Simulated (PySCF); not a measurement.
# Distorted geometries of [CeN(CH3)]−

[CeN(CH3)]− (singlet in the valence; each metal's 4f electrons, 1 of them, lie in its core potential, out of spins and levels). PySCF 2.14.0, RKS TPSS, Ce lcecp-1-SVP with ECP47, N def2-SVP, C def2-SVP, H def2-SVP; non-relativistic Hamiltonian with scalar-relativistic core potentials where named; density fitting; no spin-orbit coupling. Relaxed geometry:

```xyz
6

Ce    0.1464    0.0000   -0.5182
N     1.4789    0.0000    0.9037
C    -2.1787    0.0000    0.8080
H    -3.1325    0.0000    0.2294
H    -2.2210   -0.8833    1.4874
H    -2.2210    0.8833    1.4874
```

Problem. Order these distorted geometries by energy above the relaxed one, lowest first.
A.
```xyz
6

Ce    0.2182   -0.0391   -0.5913
N     1.3448    0.0626    0.8773
C    -2.1918    0.0126    0.7697
H    -3.0712    0.0288    0.2659
H    -2.2185   -0.8397    1.5678
H    -2.2095    0.7747    1.5082
```
B.
```xyz
6

Ce    0.1311    0.0056   -0.5341
N     1.4810   -0.0072    0.8558
C    -2.1651   -0.0047    0.8039
H    -3.0829    0.0579    0.2610
H    -2.2397   -0.8955    1.5157
H    -2.2524    0.8439    1.4954
```
C.
```xyz
6

Ce    0.0963    0.0126   -0.5161
N     1.4469   -0.0445    0.9657
C    -2.0890   -0.0454    0.7427
H    -3.1266    0.0996    0.1334
H    -2.2452   -0.9533    1.5419
H    -2.2104    0.9310    1.5301
```

Solution. B (0.08 eV), A (0.51 eV), C (0.57 eV).

Problem. Which forces (eV/Å) act in the one that lies 0.51 eV up?

Solution. 
```
Ce  -2.03 -0.13 -1.73
N    1.83  0.14  2.06
C    3.74 -2.20  2.12
H   -3.58 -0.09 -1.92
H   -0.03  0.27 -1.36
H    0.08  2.01  0.84
```
Forces carry noise of the integration grid, about 0.01 to 0.03 eV/Å.

No frequency check is given that shows the relaxed geometry to be a minimum. The gap of the closed shell is small, and it wasn't tested for a lower spin-broken solution at this geometry. An lcecp potential fixes the number of 4f electrons, so in runs with it no electron can move into or out of that shell.
